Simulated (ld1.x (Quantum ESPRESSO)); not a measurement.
**What one change does to a pseudopotential (boron (B), ultrasoft)**

| Property | Result |
| --- | --- |
| Element | B |
| Generator | ld1.x (Quantum ESPRESSO) 7.5 |
| Type | ultrasoft |
| Functional | BLYP |
| Relativity | non-relativistic |
| Frozen core | [He] |
| Valence charge | 3 |
| Reference configuration | 2s2 2p1 |
| Partial waves | 2s (bound): rcut 1.05, rcutus 1.50 bohr; 2s channel at -0.2 Ry: rcut 1.05, rcutus 1.50 bohr; 2p (bound): rcut 3.00, rcutus 3.50 bohr; 2p channel at 1.65 Ry: rcut 3.00, rcutus 3.50 bohr; 3d channel at 0.15 Ry: rcut 2.10, rcutus 2.50 bohr; 3d channel at 2.75 Ry: rcut 2.10, rcutus 2.50 bohr |
| Local potential | all-electron potential smoothed inside 2.00 bohr (lloc = -1) |
| Core correction | none |
| Augmentation charge | PSQ, inside the norm-conserving radii |

All-electron outer shells of the reference configuration (BLYP, non-relativistic, ld1.x):

```tsv
shell	level (eV)	outermost node (bohr)	outermost maximum (bohr)
2s	-9.30	0.46	1.50
2p	-3.54	–	1.55
```

Change: local potential all-electron potential smoothed inside 2.34 bohr (lloc = -1).

Cutoffs: the cutoffs (Ry, on a coarse ladder) from which the occupation-weighted sum of valence levels, in a spherical-Bessel basis at the reference potential, stays within 10 and 1 mRy of its value at 400 Ry; they do not see the model core or the augmentation charge, which bear on the density cutoff. Errors are all-electron minus pseudo energies relative to the spin-unpolarised reference configuration.

Problem. What does the change do?

Solution. Both files are so soft that the ladder of cutoffs tells neither apart; of the 7 tests that both files solve, the error grows in 0 and shrinks in 1 by more than 15 % and 0.3 meV (median size 30.3 → 31.5 meV); the range in which the s phases agree narrows (upper end at the end of the scan → 3.3); neither file shows a bound ghost.

```csv
quantity,base,changed
"cutoff, loose",6 Ry,6 Ry
"cutoff, tight",12 Ry,12 Ry
bound ghosts,none,none
"error for 2s2 2p0, meV [ΔE 8.18 eV]",+65,+65
"error for 2s1 2p0, meV [ΔE 33.52 eV]",+195,+197
"error for 2s2 2p0.5, meV [ΔE 2.86 eV]",+9.5,+9.5
"error for 2s1 2p2, meV [ΔE 5.78 eV]",+30,+31
"error for 2s2 2p1.3, meV [ΔE -0.72 eV]",+1.1,+1.1
"error for 2s0 2p3, meV [ΔE 11.58 eV]",+127,+127
"error for 2s1 2p1, meV [ΔE 14.22 eV]",-3.3,-0.8
s: phases at 3.80 bohr within 0.05 rad from the reference energy up to (Ry; the scan ends near 5),to the end of the scan,3.3
p: phases at 3.80 bohr within 0.05 rad from the reference energy up to (Ry; the scan ends near 5),3.5,3.4
d: phases at 3.80 bohr within 0.05 rad from the reference energy up to (Ry; the scan ends near 5),to the end of the scan,to the end of the scan
lowest overlap eigenvalue by channel,"s 0.54, p 0.79, d 0.95","s 0.70, p 0.79, d 0.98"
```
